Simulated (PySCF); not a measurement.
Electron correlation in Ga⁺ (gallium, charge +1)

[Ar] 3d10 4s2, closed-shell 1S. All numbers are calculated (PySCF 2.14, a scalar-relativistic core potential, in cc-pVTZ-PP with ECP10MDF). Frozen: 3s2 3p6 3d10; 2 electrons correlated.

Total MP2 correlation energy: -26.58 mhartree.

Same-spin part 0.00 and opposite-spin part -26.58 mhartree; SCS-MP2 scales them by 1/3 and 6/5 to -31.90 mhartree.

With two correlated electrons CCSD is exact within the correlated space (frozen core and kept virtual orbitals).

```csv
level,correlation energy (mhartree)
CCSD,-37.33
```

Diagnostics: T1 = 0.0072, D1 = 0.0102, largest double amplitude 0.095.

Q: Is a single reference adequate?

A: Mostly. T1 lies below 0.03, but a double amplitude of this size points to a near-degeneracy that CCSD handles and MP2 describes poorly.
